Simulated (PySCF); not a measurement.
C6H12Se.
InChI=1S/C6H12Se/c7-5-6-3-1-2-4-6/h6-7H,1-5H2

Computed with PySCF 2.14.0, density-fitted response routines, TDDFT B3LYP/def2-SVPD, vertical, gas phase, core orbitals frozen in the response. One conformer (not necessarily the lowest) at the PBE0-D3(BJ)/def2-SVP geometry, without solvent, vibrations or thermal averaging. The B3LYP/def2-SVPD calculation is non-relativistic and has no spin–orbit coupling, an omission that weighs most on selenium.

Broadening: Gaussians 0.25 eV wide at half height, area fixed by f = 4.319×10⁻⁹ ∫ε dν̃. The cross-section is σ = 3.8235×10⁻²¹ ε cm², given in Mb (10⁻¹⁸ cm²). The width is an assumption, not a result. The curve ends short of the highest state used, and states not computed would add to its high-energy end.

λ (nm), σ (Mb) and a bar:
```
    183.1       5.73 ##############
    186.4       0.56 #
    189.6       1.60 ####
    192.9       4.03 ##########
    196.1       4.88 ############
    199.4       4.16 ##########
    202.6       6.19 ################
    205.9      11.14 ############################
    209.2      10.21 ##########################
    212.4       4.59 ############
    215.7       1.02 ###
    218.9       0.14 
    222.2       0.12 
    225.4       0.84 ##
    228.7       3.57 #########
    231.9       8.36 #####################
    235.2      11.90 ##############################
    238.4      10.52 ###########################
    241.7       6.01 ###############
    244.9       2.61 #######
    248.2       1.54 ####
    251.4       1.99 #####
    254.7       2.59 #######
    257.9       2.50 ######
    261.2       1.75 ####
    264.5       0.90 ##
    267.7       0.36 #
    271.0       0.11 
    274.2       0.03 
    277.5       0.01
```

Problem. Where are the band maxima, and which computed states make them?

Solution. 256 nm (4.84 eV), ε about 690, made up of S1 (100%); 236 nm (5.26 eV), ε about 3100, made up of S2 (100%); 207 nm (5.98 eV), ε about 3100, made up of S3 (99%); 196 nm (6.34 eV), ε about 1300, made up of S4 (52%) and S5 (47%) (ε in L mol⁻¹ cm⁻¹; maxima over ε = 5, shares over 10%). At its high-energy end, 6.77 eV, the curve is still rising (ε about 1500, from S6 and S7). The states used: S1 4.84 eV (f 0.0064); S2 5.26 eV (f 0.029); S3 5.98 eV (f 0.028); S4 6.28 eV (f 0.0073); S5 6.41 eV (f 0.0072); S6 6.96 eV (f 0.011); S7 6.99 eV (f 0.093); S8 7.19 eV (f 0.0087); S9 7.25 eV (f 0.014); S10 7.37 eV (f 0.0056).

Problem. What would ε be at 5.26 eV, the highest of these maxima, with half the width (0.125 eV)?

Solution. About 6270 L mol⁻¹ cm⁻¹ against 3150, a factor of about 1.99; a lone state at its own centre would give exactly 2.

Problem. On this curve, what absorbance would a 10⁻³ mol/L sample give at 254 nm over a 1 cm path?

Solution. 254 nm is 4.881 eV, where ε is about 660 L mol⁻¹ cm⁻¹, so A = ε c l ≈ 0.66 (Beer–Lambert, with the gas-phase spectrum and the assumed width).

Problem. Coming from long wavelengths, where does ε first pass 100 L mol⁻¹ cm⁻¹?

Solution. At about 267 nm (4.64 eV), 0.21 eV below S1.

All these states lie below the vertical ionisation energy of 8.61 eV (ΔSCF).

Hardware: an Arm Neoverse V2 with one thread, no GPU (shared host). Cost: 2.1 min.
